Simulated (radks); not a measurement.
Question: Kr, configuration [Kr]. Method: scalar-relativistic Kohn-Sham, LB94 model potential, spin-polarised, spherical densities, finite nucleus; Fermi nuclear charge, rms radius 4.1884 fm; computed with a radial shooting solver on a logarithmic mesh with Libxc functionals. Some entries of the table are withheld. Estimate them.

orbital  occ.  eigenvalue (eV)  <r^2> (bohr^2)
1s          2              (1)             (2)
2s          2        -1893.352         0.03945
2p          6        -1678.493         0.03110
3s          2        -274.6494          0.3244
3p          6        -206.1707          0.3420
3d         10         -92.4928          0.3740
4s          2         -28.5065             (3)
4p          6         -14.3736           4.357
5s          0          -4.2565           27.96
5p          0          -2.4041             (4)
4d          0          -1.7558           50.60
4f          0              (5)             (6)

Answer: 
(1) 1s eigenvalue (eV): -14259.14
(2) 1s <r^2> (bohr^2): 0.002308
(3) 4s <r^2> (bohr^2): 2.761
(4) 5p <r^2> (bohr^2): 55.10
(5) 4f eigenvalue (eV): -0.6948
(6) 4f <r^2> (bohr^2): 469.2
